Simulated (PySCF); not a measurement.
A database entry of computed molecular properties.

```json
{
 "formula": "C5H3N3S",
 "smiles": "[H]/N=C(\\C#N)c1cncs1",
 "inchi": "InChI=1S/C5H3N3S/c6-1-4(7)5-2-8-3-9-5/h2-3,7H/b7-4+",
 "charge": 0,
 "multiplicity": 1,
 "geometry_level": "GFN2-xTB",
 "electronic_structure_code": "PySCF",
 "results": {
  "GFN2-xTB geometry": {
   "point_group": "Cs",
   "rotational_constants_GHz": [3.033, 1.08, 0.796]
  },
  "PBE0/def2-SVPD ground state and vertical TDDFT (core frozen in the response)": {
   "dipole_D": 2.45,
   "homo_eV": -7.94,
   "lumo_eV": -2.88,
   "S1_eV": 4.1,
   "strongest_line_of_8_singlets_eV": 4.57,
   "T1_tda_eV": 2.86,
   "polarisability_au": 93.8,
   "r2_bohr2_about_centre_of_nuclear_charge": 1316.2,
   "singlets_eV_and_f": [
    [4.1, 0.001],
    [4.57, 0.262],
    [4.62, 0.001],
    [4.95, 0.027],
    [6.07, 0.013],
    [6.13, 0.001],
    [6.22, 0.0],
    [6.31, 0.001]
   ],
   "triplets_tda_eV": [2.86, 3.53, 4.04]
  }
 }
}
```

In wavenumbers S1 is 33100 cm⁻¹ (1 eV = 8065.54 cm⁻¹). The vertical singlet–triplet gap S1 − T1 is 1.24 eV (TDDFT singlet less Tamm–Dancoff triplet; S1: HOMO−1→LUMO, weight 0.89; T1: HOMO→LUMO, weight 0.92).

Geometry: GFN2-xTB, one conformer, isolated molecule.

The values belong to the conformer `[H]/[N:4]=[C:3](\[C:2]#[N:1])[c:5]1[cH:6][n:7][cH:8][s:9]1`: C2–C3–C5–C6 0°.
